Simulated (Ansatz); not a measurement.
One change: `C=[C](F)[GeH2][CH3]` becomes `C=C(F)NC`.

Ansatz, PBE0-D4/def2-TZVP geometries, multiplicity 1. Each molecule was computed in one conformer, which needn't be the lowest.

Scalar relativity is left out up to krypton.

```
                                      property  `C=[C](F)[GeH2][CH3]`
         LUMO energy (ωB97M-V/def2-TZVPP) / eV                   2.05
           LUMO energy (B3LYP/def2-TZVPP) / eV                  -0.30
           HOMO–LUMO gap (PBE/def2-TZVPP) / eV                   5.35
            HOMO energy (PBE0/def2-TZVPP) / eV                  -7.61
           HOMO energy (B3LYP/def2-TZVPP) / eV                  -7.38
size of the dipole moment (PBE/def2-TZVPP) / D                   1.89
```

Problem. Give the same properties after the change, and the shifts. (Estimate.)

Solution. Ansatz gave: 
```csv
property,`C=C(F)NC`,shift
LUMO energy (ωB97M-V/def2-TZVPP) / eV,2.41,0.36
LUMO energy (B3LYP/def2-TZVPP) / eV,0.56,0.86
HOMO–LUMO gap (PBE/def2-TZVPP) / eV,4.97,-0.38
HOMO energy (PBE0/def2-TZVPP) / eV,-6.20,1.41
HOMO energy (B3LYP/def2-TZVPP) / eV,-6.00,1.38
size of the dipole moment (PBE/def2-TZVPP) / D,2.24,0.35
```

With PBE0 the HOMO rises by 1.41 eV and the LUMO rises by 0.95 eV, so the gap narrows by about 0.46 eV. PBE moves the HOMO by 1.38 eV and ωB97M-V by 1.45 eV. Dipoles are sizes alone; their direction can turn.

B3LYP here is the variant with VWN-RPA as its local correlation; programs differ in this.
